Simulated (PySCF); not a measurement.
Compound: C2H5FGeSi.
Numbering: `[F:1][SiH2:2][C:3]#[C:4][GeH3:5]` (hydrogens: H6, H7 on Si2; H8, H9, H10 on Ge5)

Cartesian coordinates in Å at the PBE0-D3(BJ)/def2-SVP level; atoms count from 1:
```
atom  x, y, z in Å
F1     3.3609   -1.3607    0.8188
Si2    2.4591   -1.3371   -0.5305
C3     0.8091   -0.6638   -0.1337
C4    -0.3021   -0.2147    0.1136
Ge5   -2.0286    0.4880    0.5139
H6     3.1362   -0.4620   -1.5216
H7     2.3293   -2.7325   -1.0237
H8    -2.3989    1.5080   -0.5711
H9    -1.9651    1.1627    1.8903
H10   -3.0345   -0.6707    0.5264
```

Method: TDDFT CAM-B3LYP/def2-SVPD, vertical, gas phase, core orbitals frozen in the response (PySCF 2.14.0, density-fitted response routines). The CAM-B3LYP/def2-SVPD calculation is non-relativistic and has no spin–orbit coupling, an omission that weighs most on germanium.

Kohn–Sham orbitals with the atoms that hold most of them (Löwdin shares over 4%, at most four atoms; ? is withheld):

```csv
orbital,ε (eV),atoms
HOMO-3,-11.76,"Ge5 39%, H9 27%, H8 14%, C4 10%"
HOMO-2,-11.44,"Si2 26%, H6 16%, H7 16%, F1 13%"
HOMO-1,-9.80,"C3 40%, C4 38%, Ge5 8%, H9 5%"
HOMO,-9.61,?
LUMO,?,?
LUMO+1,0.46,"C4 27%, C3 27%, Ge5 16%, Si2 14%"
LUMO+2,0.70,"Ge5 55%, C4 10%, H8 9%, H10 9%"
```

Problem. Give the leading atoms of the LUMO.

Solution. C3 (bonded to C and Si) 24%; Si2 (bonded to C, F and 2 H) 23%; C4 (bonded to C and Ge) 22%; Ge5 (bonded to C and 3 H) 9%. By element: carbon 46%, silicon 23%, germanium 9%.

Problem. Which atoms hold the HOMO, and with what shares?

Solution. C3 (bonded to C and Si) 36%; C4 (bonded to C and Ge) 36%; Si2 (bonded to C, F and 2 H) 7%; Ge5 (bonded to C and 3 H) 7%. By element: carbon 72%, silicon 7%, germanium 7%.

Problem. What is the LUMO energy, and the HOMO–LUMO gap?

Solution. ε(LUMO) = -0.04 eV; the gap is 9.58 eV (0.3519 hartree).

Problem. How does S1 compare with the orbital gap of 9.58 eV?

Solution. S1 is at 5.39 eV (f = 0.0001), 4.18 eV below the gap, made of HOMO→LUMO (85%). Without the coupling terms of the response equations the lowest excitation would equal the gap.

Problem. Give energy, strength and leading configuration of S1 and S3, and follow the Löwdin shares of the leading atoms from the occupied to the empty orbital.

Solution. 
- S1 (5.39 eV, f 0.0001), HOMO→LUMO (85%): C3 36% → 24%, C4 36% → 22%, Si2 7% → 23%
- S3 (5.90 eV, f 0.0003), HOMO-1→LUMO+1 (88%): C3 40% → 27%, C4 38% → 27%

Orbitals of the list HOMO-3 to LUMO+2 that lie within 0.01 eV of each other are written together with a slash and their weights summed (≥ marks a lower bound); for degenerate orbitals outside that list single weights are arbitrary.
